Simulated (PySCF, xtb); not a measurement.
## CH3InSn: where a starting geometry ends

The starting geometry of this gas-phase singlet was built from a drawn formula by distance geometry; its bonds are those of `[CH]#[Sn][InH2]`.

```yaml
atoms:
  - { symbol: C, position_ang: [-0.4655, -1.4869, -2.1872] }
  - { symbol: In, position_ang: [1.9543, -2.2898, 1.4908] }
  - { symbol: Sn, position_ang: [0.5545, -1.7786, -0.6893] }
  - { symbol: H, position_ang: [-1.0445, -1.3002, -2.9920] }
  - { symbol: H, position_ang: [2.7669, -0.8820, 2.3733] }
  - { symbol: H, position_ang: [1.5376, -3.3067, 2.7228] }
```

Problem. Predict what it relaxes into with r2SCAN-D4/def2-SVP.

Solution. A new bond forms, giving a structure given below by its coordinates. Distances that change by over a tenth: In2–Sn3 (2.64 → 3.21 Å). Contacts that close: C1–In2 (4.48 → 2.16 Å).

The energy falls by 2.64 eV over 67 steps:

| step | E − E(last) (eV) |
| --- | --- |
| 1 | 2.635 |
| 8 | 1.994 |
| 16 | 1.707 |
| 23 | 0.491 |
| 30 | 0.697 |
| 38 | 0.079 |
| 45 | 0.021 |
| 52 | 0.014 |
| 60 | 0.002 |
| 67 | 0.000 |

Final geometry (Å):

```json
{"atom": "C", "x (Å)": "1.0275", "y (Å)": "-0.3928", "z (Å)": "-0.6645"}
{"atom": "In", "x (Å)": "1.9164", "y (Å)": "-1.2238", "z (Å)": "1.1174"}
{"atom": "Sn", "x (Å)": "1.4180", "y (Å)": "1.5391", "z (Å)": "-0.4339"}
{"atom": "H", "x (Å)": "0.5638", "y (Å)": "-1.1565", "z (Å)": "-1.3026"}
{"atom": "H", "x (Å)": "2.7174", "y (Å)": "-0.2486", "z (Å)": "2.3048"}
{"atom": "H", "x (Å)": "1.7816", "y (Å)": "-2.9333", "z (Å)": "1.2925"}
```

From the same start GFN2-xTB reaches the same bonding as this run.

No frequencies were run, so the end isn't proven a minimum. Atoms past krypton carry core potentials, without spin–orbit terms. Run with PySCF 2.14.0, 6.8 min on 2 threads of AMD EPYC 7B13 (Zen 3), on a shared host.
